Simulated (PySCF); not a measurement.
Compound: C7H7S (charge +1).
Cartesian coordinates in Å at the PBE0/def2-SV(P) level; atoms count from 1:
```
atom  x, y, z in Å
C1    -2.417   -1.136    0.313
C2    -1.779   -0.028   -0.108
C3    -0.342    0.191   -0.094
C4     0.572   -0.780    0.384
C5     1.934   -0.607    0.411
S6     2.746    0.783   -0.115
C7     1.475    1.774   -0.627
C8     0.146    1.429   -0.580
H9    -3.509   -1.197    0.258
H10   -1.904   -2.014    0.722
H11   -2.377    0.801   -0.502
H12    0.193   -1.735    0.759
H13    2.598   -1.391    0.791
H14    1.797    2.748   -1.013
H15   -0.576    2.167   -0.944
```

The calculation used PBE0/def2-SV(P) geometry optimisation, gas phase (PySCF 2.14.0).

Masses are those of the commonest isotopes; rigid-rotor values at the optimised geometry. The values belong to one conformer with, in the numbering `[CH2:1]=[CH:2][c:3]1[cH:4][cH:5][s+:6][cH:7][cH:8]1`, C1–C2–C3–C4 0°.

**Question.** Give the principal moments of inertia and the rotational constants in cm⁻¹.

**Answer.** Ia = 108.32, Ib = 440.17, Ic = 548.49 u·Å²; 505379 MHz·u·Å²/I gives 4666, 1148 and 921.4 MHz, that is A = 0.15563, B = 0.03830, C = 0.03073 cm⁻¹.

**Question.** Classify the top.

**Answer.** An asymmetric top; Ray's κ = -0.879.

**Question.** Is it planar, by Δ = Ic − Ia − Ib?

**Answer.** Planar: Δ = Ic − Ia − Ib = 0.00 u·Å². For a rigid frame Δ = −2 Σ m c², so it vanishes when all atoms lie in the ab plane; here none is more than 0.01 Å from it.

**Question.** Which lines would a microwave search look for?

**Answer.** The dipole components (about the centre of mass, as the species is charged) are |μa| = 0.67 D, |μb| = 0.13 D, |μc| = 0.00 D; the mirror of this Cs structure is the ab plane, so μc vanishes by symmetry and there are no c-type lines. Intensities carry the squares of the components, which stand as 1.00 : 0.04 (a : b). Some lines, for components of 0.1 D or more:

```tsv
type	branch	J(Ka,Kc)	MHz	lower level (cm⁻¹)
a	Q	4(1,3) ← 4(1,4)	2265	0.773
a	R	2(0,2) ← 1(0,1)	4128	0.069
b	R	4(0,4) ← 3(1,3)	5176	0.512
a	R	3(1,3) ← 2(1,2)	5862	0.317
a	R	3(0,3) ← 2(0,2)	6166	0.207
b	R	2(1,2) ← 1(0,1)	7430	0.069
a	R	4(0,4) ← 3(0,3)	8173	0.412
b	Q	2(2,1) ← 2(1,2)	11233	0.317
b	R	2(2,1) ← 1(1,0)	14919	0.194
b	Q	4(3,1) ← 4(2,2)	18035	1.180
```

**Question.** Estimate the classical rotational partition function at 25 K, 200 K and 298.15 K.

**Answer.** Point group Cs, symmetry number σ = 1; q = (√π/σ)·√((kT/h)³/(ABC)), k/h = 20836.6 MHz/K: 9490 at 25 K, 215000 at 200 K, 391000 at 298.15 K.

Whether it is a minimum is left open (no frequencies). Geometry: PBE0/def2-SV(P), one conformer, isolated ion. Zero-point vibration and centrifugal distortion are left out.

On Arm Neoverse N1, one thread, no GPU, on a shared host, this took 30 s and 0.53 GiB of memory at its peak. That covers the optimisation of the geometry.
